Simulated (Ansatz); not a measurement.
The same ligand exchange along the group F, Cl, Br.

Gas-phase electronic energies from Ansatz, PBE0-D4/def2-TZVP geometries. CCSD(T)/CBS adds triple-zeta CCSD(T) − MP2 to the extrapolated MP2 energy (def2 sets, frozen cores). This one scheme is used for every species. Functionals use def2-TZVPP. For Br outer-core shells are correlated without core-valence functions, which leaves a few kJ/mol of doubt a bond. Scalar relativity is left out up to krypton. Each species was taken in one conformer, which may not be the lowest.

```json
{"reaction": "`OB(F)O[SiH3]` + NH₃ → `NB(O)O[SiH3]` + H–F", "CCSD(T)/CBS(def2) (kcal/mol)": "?"}
{"reaction": "`OB(Cl)O[SiH3]` + NH₃ → `NB(O)O[SiH3]` + HCl", "CCSD(T)/CBS(def2) (kcal/mol)": "-1.4"}
{"reaction": "`OB(Br)O[SiH3]` + NH₃ → `NB(O)O[SiH3]` + HBr", "CCSD(T)/CBS(def2) (kcal/mol)": "-2.5"}
```

Problem. Fill in the missing values. (An estimate is asked.)

Solution. Ansatz gave: `OB(F)O[SiH3]` + NH₃ → `NB(O)O[SiH3]` + H–F: +11.3 kcal/mol.

Largest T1 diagnostic: 0.012, for `OB(F)O[SiH3]`.
